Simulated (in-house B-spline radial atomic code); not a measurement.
## Te+: [Kr] 4d10 5s2 5p3

All numbers are computed (Dirac-Kohn-Sham BLYP, spherical fractional occupations; Fermi nucleus of rms radius 4.7423 fm) with a B-spline radial code for spherical atoms, not measured.

Z_r = [3n² - l(l+1)]/(2<r>); Z_e = n√(-2ε); the last column is Slater's effective charge. Values are occupation-weighted means over j. An effective charge above Z reflects the relativistic contraction of the inner shells.

| shell | electrons | ε (eV) | <r> (bohr) | Z_r | Z_e | Slater |
| --- | --- | --- | --- | --- | --- | --- |
| 1s | 2 | -31618 | 0.02781 | 53.94 | 48.21 | 51.70 |
| 2s | 2 | -4854.7 | 0.1194 | 50.24 | 37.78 | 47.85 |
| 2p | 6 | -4366.6 | 0.1045 | 47.84 | 35.83 | 47.85 |
| 3s | 2 | -973.01 | 0.3219 | 41.94 | 25.37 | 40.75 |
| 3p | 6 | -813.4 | 0.3199 | 39.08 | 23.20 | 40.75 |
| 3d | 10 | -568.36 | 0.2969 | 35.37 | 19.39 | 30.85 |
| 4s | 2 | -172.96 | 0.7645 | 31.39 | 14.26 | 24.25 |
| 4p | 6 | -123.33 | 0.8206 | 28.03 | 12.04 | 24.25 |
| 4d | 10 | -50.388 | 0.9715 | 21.62 | 7.70 | 12.85 |
| 5s | 2 | -23.312 | 2.03 | 18.48 | 6.54 | 7.30 |
| 5p | 3 | -13.563 | 2.489 | 14.66 | 4.99 | 7.30 |

The least bound orbital is 5p3/2 at -13.25 eV, and it is also the most diffuse (<r> = 2.523 bohr).

Spin-orbit splittings of the orbital energies (j = l + 1/2 above j = l - 1/2 when positive): 2p 274.6 eV, 3p 51.17 eV, 3d 10.7 eV, 4p 9.747 eV, 4d 1.472 eV, 5p 0.9341 eV.

For the 1s electron the small component carries 3.66 % of the norm, the zero-frequency Breit interaction raises the level by 76.92 eV, self-energy by 43.92 eV, and vacuum polarisation lowers it by 5.966 eV.

The density falls to 0.001 bohr⁻³ at 4.269 bohr; Σ<r²> = 49.7 bohr² gives, by the non-relativistic formula and without the paramagnetism of open shells, a Langevin diamagnetic susceptibility of -39.36×10⁻⁶ cm³/mol.
